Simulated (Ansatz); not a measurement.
```yaml
crystal:
  periodic: [false, false, false]
  atoms:
    - {symbol: Al, position_ang: [-1.651482, 2.122893, -0.347399]}
    - {symbol: Al, position_ang: [-1.273708, 0.068276, -2.110559]}
    - {symbol: Al, position_ang: [2.146183, -1.878992, 1.138204]}
    - {symbol: Al, position_ang: [-0.159641, 0.237358, 0.964769]}
    - {symbol: Al, position_ang: [1.759224, 0.375757, -1.688142]}
    - {symbol: Al, position_ang: [1.224740, 2.416470, 0.050197]}
    - {symbol: Al, position_ang: [-1.953282, -2.301403, 0.562608]}
    - {symbol: F, position_ang: [-0.223065, 3.271149, -0.814466]}
    - {symbol: F, position_ang: [-2.122916, -1.231183, -1.102748]}
    - {symbol: F, position_ang: [2.545096, -0.752352, -0.449334]}
    - {symbol: F, position_ang: [1.226403, -0.269190, 2.006935]}
    - {symbol: F, position_ang: [-1.645828, -0.565961, 1.604789]}
    - {symbol: F, position_ang: [0.128286, -1.492812, 0.185135]}
basis:
  gaussian: {orbitals: def2-TZVP, initial_orbitals: start.molden}
magnetization: {spin_polarized: true, initial_magnetization: 1}
hamiltonian: {xc: pbe0, dispersion: d4}
scf: {omitted_lower_state_checks: [starts]}
output: {orbitals: {seedname: orbitals}}
```

The file start.molden holds the orbitals of an earlier run on this structure, at another level or in another basis.

```sh
$ ansatz run in.yaml --threads 4 --pin off --events-out ev --progress --plain --max-ram 6963MiB
```

Task: Does this run fit into the memory that it is given?

Result: No. It has 445 basis functions, and Ansatz plans for 8 GiB where 7 GiB are given.
